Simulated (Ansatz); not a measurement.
`[ZnH][O][SiH2]Br` + `[SiH3][GeH2][Cl]` → `[SiH3][O][ZnH]` + `[Cl][GeH2][SiH2]Br` at 400 K and 1 bar (redistribution).

Program: Ansatz. Geometries: PBE0-D4/def2-TZVP. ΔE: electronic, gas phase. CCSD(T)/CBS adds triple-zeta CCSD(T) − MP2 to the extrapolated MP2 energy (def2 sets, frozen cores). For Br, Ge, Zn outer-core shells are correlated without core-valence functions, which leaves a few kJ/mol of doubt a bond. Scalar relativity is left out up to krypton. Each species was taken in one conformer, which may not be the lowest.

```tsv
species	CCSD(T)/CBS energy (Eh)	H − E (kJ/mol)	S (J/(mol·K))
`[ZnH][O][SiH2]Br`	-4717.86743	106.6	390.7
`[SiH3][GeH2][Cl]`	-2828.00643	139.1	367.0
`[SiH3][O][ZnH]`	-2145.08513	119.0	356.6
`[Cl][GeH2][SiH2]Br`	-5400.77665	127.0	415.8
```

H − E and S are ideal-gas, rigid-rotor, harmonic terms from PBE0-D4/def2-TZVP, for one conformer and one mirror image of each species. 1 Eh = 2625.50 kJ/mol, R = 8.31446 J/(mol·K).

**Question.** By hand: ΔE, ΔH, ΔS and ΔG.

**Answer.** ΔE = (-2145.08513) + (-5400.77665) − (-4717.86743) − (-2828.00643) = 0.01208 Eh = 31.7 kJ/mol. Δ(H − E) = 119.0 + 127.0 − 106.6 − 139.1 = 0.3, so ΔH = 32.0 kJ/mol. ΔS = 356.6 + 415.8 − 390.7 − 367.0 = 14.7 J/(mol·K). ΔG = 32.0 − 400 × (14.7)/1000 = 26.1 kJ/mol.

**Question.** By hand: the equilibrium constant, and the temperature at which ΔG would vanish if ΔH and ΔS stayed fixed.

**Answer.** log₁₀ K = −ΔG/(RT ln 10) = -3.4. ΔG = 0 at ΔH/ΔS = 2177 K, though so small a ΔS makes that figure unsure.

The number of gas molecules stays the same, so ΔS is small and ΔH decides. A doubt of 5 kJ/mol in ΔE shifts log₁₀ K by 0.7 here. Other conformers and mirror images would add mixing entropy, several J/(mol·K) or more a flexible species. Modes under 60 cm⁻¹, often nearly free rotors, make the harmonic entropy too high. These are equilibria of isolated gas molecules and say nothing of rates. Largest T1 diagnostic: 0.016 (customary marks: 0.02 for closed shells, 0.045 for open ones).
